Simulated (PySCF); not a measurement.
# Electron correlation in N (nitrogen, neutral)

[He] 2s2 2p3, high-spin 4S determinant. All numbers are calculated (PySCF 2.14, the spin-free X2C one-electron Hamiltonian (Gaussian nucleus), in x2c-TZVPPall (5s3p2d1f, 31 functions)). Frozen: 1s2; 5 electrons correlated.

```tsv
level	correlation energy (mhartree)
CCSD	-110.98
(T)	-2.26
CCSD(T)	-113.24
CCSDT	-113.58
```

Diagnostics: T1 = 0.0062, D1 = 0.0134, largest double amplitude 0.039.

Cost of the coupled-cluster step: about 0.3 core-seconds, for 5 correlated electrons.

Iterations:

```
CC2 = 0
CCSD nocc = (np.int64(4), np.int64(1)), nmo = (30, 30)
frozen orbitals [[0], [0]]
max_cycle = 100
direct = 0
conv_tol = 1e-08
conv_tol_normt = 1e-06
diis_space = 8
diis_start_cycle = 0
Init t2, MP2 energy = -0.0949235974075688
Init E_corr(UCCSD) = -0.0949235974077688
cycle = 1  E_corr(UCCSD) = -0.107416296677932  dE = -0.0124926993  norm(t1,t2) = 0.0299094
cycle = 2  E_corr(UCCSD) = -0.109820142256178  dE = -0.00240384558  norm(t1,t2) = 0.0107452
cycle = 3  E_corr(UCCSD) = -0.111033925604611  dE = -0.00121378335  norm(t1,t2) = 0.00497985
cycle = 4  E_corr(UCCSD) = -0.110970809504946  dE = 6.31160997e-05  norm(t1,t2) = 0.0010328
cycle = 5  E_corr(UCCSD) = -0.110983424076294  dE = -1.26145713e-05  norm(t1,t2) = 0.000250777
cycle = 6  E_corr(UCCSD) = -0.110984027999883  dE = -6.03923589e-07  norm(t1,t2) = 4.36395e-05
cycle = 7  E_corr(UCCSD) = -0.110984179181978  dE = -1.51182095e-07  norm(t1,t2) = 5.43758e-06
cycle = 8  E_corr(UCCSD) = -0.110984159562325  dE = 1.96196525e-08  norm(t1,t2) = 1.01329e-06
cycle = 9  E_corr(UCCSD) = -0.110984158753965  dE = 8.08360337e-10  norm(t1,t2) = 2.28311e-07
UCCSD converged
E(UCCSD) = -54.54298497448475  E_corr = -0.1109841587539652
UCCSD(T) correction = -0.00226371186277262
```
